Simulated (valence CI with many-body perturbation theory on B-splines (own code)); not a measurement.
## Energy levels of Br²²⁺

Level of theory: configuration interaction combined with many-body perturbation theory (CI+MBPT): three valence electrons over a frozen Dirac-Fock core [Ne], a basis of 11 s, 11 p, 10 d, 8 f, 5 g, 2 h functions for each j, with the one-electron correlation potential Σ1 (screened to all orders), the two-electron term Σ2, the three-electron term Σ3, Breit, model QED; selected single and double excitations, second order for the rest, scaled by the run's own slope (own B-spline code, finite nucleus).

No measured spectrum was set against this ion. As an estimate, levels of excited configurations hold to 0.05 to 0.15 % of their energy, terms of the ground configuration to about 0.5 %.

Levels 136 to 151 of 151, with energies above the lowest level, 3s²3p ²P°_1/2. "Leading %" is the weight of the configuration and term that name the level; weights of strongly mixed levels are sums over their largest components and can fall short, so below about 35 % the name and the second component can differ from the true leading terms, or belong to a minority configuration. In the jj column 3d3/2^4 stands for four electrons in 3d with j = 3/2. Lifetimes count E1, E2, E3, M1 and M2 decay at the calculated energies, and are blank where another channel may lead or the interval is too uncertain; long ones can be off by a factor of two.

```
No.  Configuration  Term     J  E (eV)  Leading %             Leading jj      g  Lifetime
136            3d³    ⁴P   3/2  392.62         82   3d3/2^2 3d5/2 (59 %)  1.639   6.55 ps
137            3d³    ⁴P   1/2  392.65         93   3d3/2^2 3d5/2 (76 %)  2.546   6.66 ps
138            3d³    ⁴P   5/2  393.80         97   3d3/2 3d5/2^2 (64 %)  1.591   6.95 ps
139            3d³    ²H  11/2  394.39        100  3d3/2 3d5/2^2 (100 %)  1.089   12.9 ps
140            3d³    ²G   9/2  394.88         49         3d5/2^3 (58 %)  1.015   11.5 ps
141            3d³    ²D   3/2  395.74         62   3d3/2 3d5/2^2 (72 %)  1.036   6.99 ps
142            3d³    ²P   1/2  396.68         92   3d3/2 3d5/2^2 (76 %)  0.787   6.82 ps
143            3d³    ²D   5/2  397.44         96   3d3/2 3d5/2^2 (59 %)  1.202   7.51 ps
144            3d³    ²P   3/2  398.71         63         3d5/2^3 (85 %)  1.177   7.57 ps
145            3d³    ²F   7/2  401.07         98   3d3/2 3d5/2^2 (77 %)  1.139   8.96 ps
146            3d³    ²F   5/2  401.39         97   3d3/2 3d5/2^2 (50 %)  0.862   8.81 ps
147            3d³    ²D   5/2  410.75         96         3d5/2^3 (43 %)  1.194   7.42 ps
148            3d³    ²D   3/2  410.97         98   3d3/2 3d5/2^2 (86 %)  0.798   7.61 ps
149          3s²4s    ²S   1/2  433.81         97         3s^2 4s (97 %)  2.001    678 fs
150          3s²4p   ²P°   1/2  457.69         96      3s^2 4p1/2 (96 %)  0.665   2.72 ps
151          3s²4p   ²P°   3/2  461.61         95      3s^2 4p3/2 (95 %)  1.333   2.80 ps
```

Names give the largest LS component (configuration and term), which can be under half, so a name can repeat, a term be missing and a line seem to break the LS rules; names also repeat where a configuration has a term twice.
